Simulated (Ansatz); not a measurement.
Compare A (`[CH3][SnH2][SiH2]F`) with its isomer B (`C[SiH2][SnH2][F]`).

Isolated molecules relaxed with PBE0-D4/def2-TZVP in Ansatz; ΔE leaves out vibrations. CCSD(T)/CBS is the MP2 limit (def2-TZVPP, def2-QZVPP) plus CCSD(T) − MP2 in def2-TZVPP, frozen cores. DFT in def2-TZVPP. B3LYP here is the variant with VWN-RPA as its local correlation; programs differ in this. Elements past krypton have def2 core potentials. For Sn outer-core shells are correlated without core-valence functions, which leaves a few kJ/mol of doubt a bond. One conformer a species, not always the lowest.

Task: Which is lower in electronic energy at CCSD(T)/CBS, and by how much? (Estimate.)

Result: Computed: A, by 47.3 kJ/mol.

Task: Give E(B) − E(A) in kJ/mol with CCSD(T)/def2-TZVPP, B3LYP, CCSD/def2-TZVPP, B3LYP-D4, ωB97M-V, r2SCAN-D4, B2PLYP. (Estimate.)

Result: Ansatz gave: CCSD(T)/def2-TZVPP 51.9, B3LYP 40.8, CCSD/def2-TZVPP 52.9, B3LYP-D4 39.8, ωB97M-V 42.6, r2SCAN-D4 37.6, B2PLYP 45.1. None reverses the order clearly.

Largest T1 diagnostic: 0.013.

From PBE to PBE0 (25 % exact exchange), in def2-TZVPP and without D4, E(B) − E(A) moves by +5.9 kJ/mol.
